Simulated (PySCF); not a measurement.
Telling isomers of C₃H₁₀F₂N₂Si apart by NMR

Theoretical values (PySCF 2.14): GFN2-xTB structure, GIAO PBE0/pcSseg-1 shieldings. One computed conformer, non-relativistic Hamiltonian, no solvent model, fast rotation and ring inversion assumed for equivalent nuclei.

Chemical shifts δ = σref − σ; 1H (σ = 31.72 ppm), 13C (σ = 186.93 ppm) vs TMS, all at this level. Splittings of carbon signals by F and P are missing where no couplings were computed. Where no couplings were computed, multiplicities follow the n + 1 count of equivalent neighbours, and m marks all less simple cases (inequivalent or close neighbours, rings, F or P nearby). Shifts are as computed. Against solution values, carbons near 30 ppm lie about +3 ppm off and those near 130 ppm about +5 ppm. Of 1211 compounds with measured shifts, 218 miss one by over three times the rms of a fit or turn the order of signals round; such compounds aren't used in these exercises. OH and NH positions are gas-phase values without hydrogen bonding to other molecules.

(1) Tabulate the signals of `CN[Si](F)(F)N(C)C`, `CN(C)[Si@@H](N)C(F)F` and their relative energies.

(2) What is the quickest way to tell CN[Si](F)(F)N(C)C from CN(C)[Si@@H](N)C(F)F?

## Answers

(1) 
```tsv
SMILES	carbon types	δC	δH	E rel. (kcal/mol)
CN[Si](F)(F)N(C)C	3×CH3	39.4, 30.3	2.84 (s, 3H), 2.65 (s, 6H), 0.29 (br s, 1H)	0.0
CN(C)[Si@@H](N)C(F)F	1×CH 2×CH3	126.3, 40.3	6.23 (m, 1H), 4.95 (m, 1H), 2.72 (s, 6H), 0.78 (br s, 2H)	91.7
```

Energies are electronic energies at PBE0/pcSseg-1 on these geometries, without zero-point or thermal terms, each for the one conformer computed, which needn't be the lowest.

(2) Both give the same number of carbon signals, but DEPT or the intensities differ. The first has a methyl carbon bonded to N (CH3) at 30.3 ppm, the second an sp3 CH bonded to 2 F and Si at 126.3 ppm. Their most deshielded carbons lie at 39.4 and 126.3 ppm. In the proton spectra the most deshielded non-exchanging signals are 2.84 (s, 3H) and 6.23 (m, 1H).
